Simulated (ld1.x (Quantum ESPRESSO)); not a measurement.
**u(r) = r·R(r): atom against pseudo-atom (chlorine (Cl))**

Columns: radius, all-electron u(r) and pseudo u(r) of the 3p shell (level -8.71 eV) of chlorine in the configuration [Ne] 3s1.75 3p5.25; PBEsol, non-relativistic, ultrasoft scheme, ld1.x (Quantum ESPRESSO) 7.5.

| r (bohr) | all-electron | pseudo |
| --- | --- | --- |
| 0.062 | 0.1011 | -0.0029 |
| 0.125 | 0.2477 | -0.0118 |
| 0.188 | 0.3391 | -0.0268 |
| 0.250 | 0.3620 | -0.0476 |
| 0.312 | 0.3297 | -0.0746 |
| 0.375 | 0.2575 | -0.1083 |
| 0.438 | 0.1609 | -0.1482 |
| 0.500 | 0.0540 | -0.1932 |
| 0.562 | -0.0563 | -0.2432 |
| 0.625 | -0.1658 | -0.2983 |
| 0.688 | -0.2687 | -0.3564 |
| 0.750 | -0.3613 | -0.4153 |
| 0.812 | -0.4442 | -0.4741 |
| 0.875 | -0.5181 | -0.5321 |
| 0.938 | -0.5815 | -0.5865 |
| 1.000 | -0.6339 | -0.6350 |
| 1.062 | -0.6768 | -0.6768 |
| 1.125 | -0.7114 | -0.7114 |
| 1.188 | -0.7377 | -0.7377 |
| 1.250 | -0.7564 | -0.7564 |
| 1.312 | -0.7686 | -0.7686 |
| 1.375 | -0.7753 | -0.7753 |
| 1.438 | -0.7769 | -0.7769 |
| 1.500 | -0.7743 | -0.7743 |
| 1.562 | -0.7680 | -0.7680 |
| 1.625 | -0.7585 | -0.7585 |

(1) How many radial nodes do the two functions have?

(2) At about which radius was the pseudo-wave matched?

(3) Where does each function peak?

(4) Is the pseudo-wave norm-conserving?

Results:

(1) The all-electron 3p function has n − l − 1 = 1; the pseudo-wave has 0, since the states of the same l below it are removed with the core.

(2) 1.10 bohr, where the columns begin to agree (steps of 0.06 bohr).

(3) Outermost all-electron maximum near 1.44 bohr, pseudo maximum near 1.44 bohr (to the table’s step).

(4) No, it belongs to an ultrasoft set: the norm inside the radius is not constrained, and the difference is carried by the augmentation charge.
